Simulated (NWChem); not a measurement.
System: InAsH₄; SMILES [AsH2][InH2]

Program: NWChem. Coordinates come from a PBE0/def2-SVP optimisation. def2 effective core potentials on In; no spin-orbit coupling. LC-ωPBE (HJS hole) with def2-SVP; x = 1 − exp(−ω/0.25 bohr⁻¹) is a scale chosen for this fit.

```csv
row,x,−ε(HOMO) (eV)
ω = 0.35,0.753,9.17
ω = 0.40,0.798,9.35
ω = 0.50,0.865,withheld
ω = 0.60,0.909,9.76
```

Question: Fit a straight line of the last column on the one before it, predict the withheld value, and compare with the run.

Answer: 
1. Means of the 3 shown rows: x = 0.8200, y = 9.427. Slope Σ(x − x̄)(y − ȳ)/Σ(x − x̄)² = 0.04855/0.01289 = 3.765; intercept 6.339.
2. The shown rows scatter about the line by 0.005 (root mean square); the largest residual is +0.01, at ω = 0.40.
3. At x = 0.865 (ω = 0.50; inside the shown range) the line gives 9.60.
4. The run gives 9.60, 0.00 from the line.
